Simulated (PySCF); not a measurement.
H3ClS3Si, SMILES `S[Si](S)(S)Cl`, neutral singlet in the gas phase. 

Cartesian coordinates (Å):
SMILES: S[Si](S)(S)Cl
```xyz
8

S     -1.4449    -1.3543    -0.7848
Si     0.0569    -0.2407     0.2237
S      1.7918    -0.7058    -0.9106
S     -0.3530     1.8394     0.3953
Cl     0.2448    -0.7974     2.1944
H     -2.4220    -0.8765     0.0073
H      2.5657     0.1245    -0.1881
H     -0.4393     2.0108    -0.9373
```
Charge 0, multiplicity 1.

All levels are single points at this geometry (r2SCAN-D4/def2-TZVP); Pople sets use spherical d functions. Orbital energies aren't observables, and empty levels follow the basis.

PBE-D3(BJ)/def2-TZVP in PySCF gives HOMO (eV) = -6.33.

Question: Estimate the HOMO (eV) from each of these levels: r2SCAN-D4/def2-TZVP in PySCF; B3LYP/LANL2DZ in PySCF; BP86/6-31G* in PySCF; M06-2X/6-31G* in PySCF; HF/3-21G in PySCF.

Answer: 
```csv
level,HOMO (eV)
r2SCAN-D4/def2-TZVP in PySCF,-6.63
B3LYP/LANL2DZ in PySCF,-7.72
BP86/6-31G* in PySCF,-6.48
M06-2X/6-31G* in PySCF,-8.80
HF/3-21G in PySCF,-11.09
```
